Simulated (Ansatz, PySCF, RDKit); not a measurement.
Dimer: SiH4 (SMILES [SiH4]) (first 5 atoms) with CH2F2 (SMILES FCF); geometry from B3LYP-D3(BJ)/def2-TZVP.
(charge 0, multiplicity 1):
| atom | x (Å) | y (Å) | z (Å) |
|---|---|---|---|
| Si | 0.2395 | -0.0475 | 0.1288 |
| H | -1.0134 | 0.2795 | 0.8484 |
| H | 0.5110 | -1.4968 | 0.2432 |
| H | 1.3596 | 0.7287 | 0.7005 |
| H | 0.0706 | 0.3069 | -1.3000 |
| F | 0.3538 | -0.7614 | 3.3533 |
| C | -0.4643 | 0.1383 | 3.9719 |
| F | 0.1200 | 1.3655 | 3.9079 |
| H | -0.5656 | -0.1492 | 5.0195 |
| H | -1.4126 | 0.1722 | 3.4342 |

Monomers are frozen at their geometry in the pair; levels with a basis set take the counterpoise correction. Rows marked so take none. RDKit's UFF carries no charges.

Rows in STO-3G carry no dispersion term and start afresh at each structure.

Run with Ansatz (a program for electronic structure); PySCF for STO-3G rows, the dispersion terms; RDKit for the force fields. Values without a source in brackets are computed.

Task: One of these levels gives 0.19 kcal/mol for the interaction energy. Name it.
A. HF/STO-3G (no counterpoise)
B. BHLYP-D3(BJ)/def2-TZVPPD
C. MMFF94
D. UFF

Result: A, HF/STO-3G (no counterpoise). The others give -0.14 (MMFF94), -0.81 (UFF), -1.37 (BHLYP-D3(BJ)/def2-TZVPPD)
